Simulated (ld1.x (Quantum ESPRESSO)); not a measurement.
**Which change was made? (N, TM)**

```json
{
 "Element": "nitrogen",
 "Generator": "ld1.x (Quantum ESPRESSO) 7.5",
 "Type": "norm-conserving Troullier–Martins (Kleinman–Bylander form)",
 "Functional": "LDA (PZ)",
 "Relativity": "scalar-relativistic",
 "Frozen core": "[He]",
 "Valence charge": "5",
 "Reference configuration": "2s1.5 2p3.5",
 "Partial waves": "2s (bound): rc 0.70 bohr; 2p (bound): rc 1.80 bohr",
 "Local potential": "all-electron potential smoothed inside 1.70 bohr (lloc = -2)",
 "Core correction": "none"
}
```

Cutoffs, loose and tight: the cutoffs (Ry, on a coarse ladder) from which the occupation-weighted sum of valence levels, in a spherical-Bessel basis at the reference potential, stays within 10 and 1 mRy of its value at 400 Ry. They do not see the model core or the augmentation charge, which bear on the density cutoff. Test errors are all-electron minus pseudo excitation energies from the reference, over the configurations 2s2 2p3; 2s2 2p2; 2s2 2p1; 2s2 2p3.3; 2s2 2p2.5; 2s0 2p5; 2s1 2p4 (two spin-polarised tests are not counted in the largest error); variants that change the core or the reference have their own tests.

The base gives: outcome: generated; cutoff, loose: 120 Ry; cutoff, tight: 260 Ry; bound ghosts: none; largest test error (meV): +368.

Q: After one change the result is: outcome: generated; cutoff, loose: 50 Ry; cutoff, tight: 140 Ry; bound ghosts: none; largest test error (meV): +361. Which change was it?
A. wave 2s (bound): rc 0.70 bohr becomes 2s (bound): rc 0.68 bohr
B. wave 2s (bound): rc 0.70 bohr becomes 2s (bound): rc 0.56 bohr
C. wave 2s (bound): rc 0.70 bohr becomes 2s (bound): rc 0.94 bohr

A: C. The others give: wave 2s (bound): rc 0.70 bohr becomes 2s (bound): rc 0.68 bohr → outcome: generated; cutoff, loose: 140 Ry; cutoff, tight: 300 Ry; bound ghosts: none; largest test error (meV): +372 | wave 2s (bound): rc 0.70 bohr becomes 2s (bound): rc 0.56 bohr → outcome: generated; cutoff, loose: 260 Ry; cutoff, tight: 300 Ry; bound ghosts: none; largest test error (meV): +393.
